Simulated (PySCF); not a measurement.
# How the method changes the shape and vibrations of BClH3NSi

These are calculations, not measurements. The program is PySCF 2.14.0, an open-source quantum chemistry code, run on an isolated molecule that a program drew, which may never have been made. The molecule is BClH3NSi (charge 0, singlet), drawn as the SMILES string `B[Si](=N)Cl`.

The geometry was optimised and harmonic frequencies were computed with HF and MP2, all in the cc-pV(D+d)Z basis, for the commonest isotopes, with a restricted reference for singlets and an unrestricted one otherwise, and a frozen core in MP2. Each result is a local minimum of its method.

Geometry at the HF minimum:
```xyz
7
BClH3NSi, angstrom
B    -0.5794    0.7201   -0.2470
Si   -0.7302    1.0919    1.7327
N    -0.4649    2.3164    2.6653
Cl   -1.4046   -0.6504    2.5785
H     0.4394    0.2957   -0.7064
H    -1.5133    0.9076   -0.9693
H    -0.1356    3.2169    2.3741
```

Lengths of the bonds as drawn, in Å (atoms numbered as above):
| bond | HF | MP2 |
|---|---|---|
| B1-Si2 | 2.020 | 2.016 |
| Si2-N3 | 1.562 | 1.610 |
| Si2-Cl4 | 2.051 | 2.054 |
| B1-H5 | 1.195 | 1.204 |
| B1-H6 | 1.195 | 1.204 |
| N3-H7 | 1.002 | 1.026 |

Rotational constants, in GHz:
| constant | HF | MP2 |
|---|---|---|
| A | 5.953 | 5.719 |
| B | 3.755 | 3.838 |
| C | 2.349 | 2.343 |

Harmonic frequencies in cm^-1, each column in rising order, so a row needn't be the same motion in every method:
| rank | HF | MP2 |
|---|---|---|
| 1 | 138 | 114 |
| 2 | 152 | 120 |
| 3 | 243 | 208 |
| 4 | 284 | 259 |
| 5 | 508 | 523 |
| 6 | 537 | 586 |
| 7 | 622 | 591 |
| 8 | 671 | 636 |
| 9 | 690 | 684 |
| 10 | 954 | 917 |
| 11 | 1244 | 1114 |
| 12 | 1266 | 1191 |
| 13 | 2706 | ? |
| 14 | 2798 | 2746 |
| 15 | 3852 | 3572 |

**Estimate the missing MP2 frequency from the HF column.**

A single factor s that minimises the squared misfit of MP2 against s times HF over the other rows is sum(HF x MP2) / sum(HF^2) = 0.9460, with an rms misfit of 46 cm^-1. For rank 13 it gives 0.9460 x 2706 = 2560 cm^-1. The calculation gives 2648 cm^-1, 88 cm^-1 above the estimate. The drawn bonds are on average 1.2 % longer in MP2 than in HF.
